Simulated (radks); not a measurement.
Values are calculated unless marked as measured or tabulated.
Problem. The mean radii <r> (bohr) of the occupied orbitals of an atom or ion are listed with their occupations. Level of theory: scalar-relativistic Kohn-Sham, PBE, spin-unpolarised, spherical densities, point nucleus (a radial shooting solver on a logarithmic mesh with Libxc functionals).

| orbital | occ. | <r> |
|---|---|---|
| 1s | 2 | 0.01825 |

Name the element and its charge.

Solution. Z = 74, tungsten, charge +72: W72+ in [He]. The 1s radius gives Z: for a bare nucleus <r> = (2 gamma + 1)/(2Z) with gamma = sqrt(1 - (Z/c)^2), 0.01813 bohr for Z = 74, and screening makes it slightly larger (0.01825 here). The occupations add up to 2, and the charge is Z minus that.
